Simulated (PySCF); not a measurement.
Dipole moment and polarisability of Zr(SH)4

Zr(SH)4 (singlet state).
Geometry (PBE0-D3(BJ)/def2-SVP, Å), atoms numbered from 1 in this order:
```xyz
9
H4S4Zr angstrom
Zr     0.010    0.012    0.008
S     -0.030   -0.249    2.418
H      0.918    0.722    2.493
S      2.290    0.041   -0.807
H      2.547   -1.057   -0.051
S     -1.103    2.081   -0.596
H     -1.111    1.659   -1.888
S     -1.101   -1.867   -1.037
H     -2.289   -1.411   -0.565
```

Level: B3LYP/def2-SVPD (PySCF), static field, nuclei fixed, core orbitals frozen in the response. The polarisability tensor in these axes (au):

```
x   137.75  -1.11   2.86
y    -1.11 133.94   0.03
z     2.86   0.03 136.32
```

Question: What are the eigenvalues, a third of the trace, and Δα (Δα² = ½Σ(αi − αj)² over the three pairs)?

Answer: Principal values 133.24, 134.66 and 140.10 au; mean 136.00 au = 20.15 Å³ = 22.42 × 10⁻⁴⁰ C²·m²/J; Δα = 6.27 au (5 % of the mean).

Question: What is the dipole moment?

Answer: 0.06 D at this geometry.

Question: What depolarisation ratio follows for Rayleigh scattering of linearly polarised light, taking the static tensor?

Answer: ρ = 3Δα²/(45ᾱ² + 4Δα²) = 118.0/(832338 + 157.4) = 0.000142.

Question: Find the Langevin capture rate constant for NH4+ (18.034 u) meeting this molecule (221.824 u), k = 2.342 × 10⁻⁹ cm³/s × √(α in Å³ / reduced mass in u).

Answer: The reduced mass is 16.68 u, so k = 2.57 × 10⁻⁹ cm³/s.

Question: What would n − 1 = 2πNα be for an ideal gas of these molecules at 273.15 K and 1 atm, electronic part alone?

Answer: N = p/kT = 2.6868 × 10¹⁹ cm⁻³, so n − 1 = 2π × N × 20.15 × 10⁻²⁴ cm³ = 3402 × 10⁻⁶ at long wavelengths.

Question: Molar refractivity from α?

Answer: Lorentz–Lorenz: R = (4π/3)N_A α = 2.5225 cm³/(mol·Å³) × 20.15 Å³ = 50.8 cm³/mol, in the limit of long wavelengths.

Isolated species at its PBE0-D3(BJ)/def2-SVP geometry, gas phase. Atoms past krypton carry effective core potentials; spin–orbit coupling is left out.

The run behind these numbers computed excited states and ΔSCF ions as well. Hardware: an Intel Xeon at 2.50 GHz with one thread, shared host with 64 logical CPUs at a one-minute load of 62. Cost: 6.4 min of wall time (grids of density and orbitals included), 0.83 GiB resident at most.
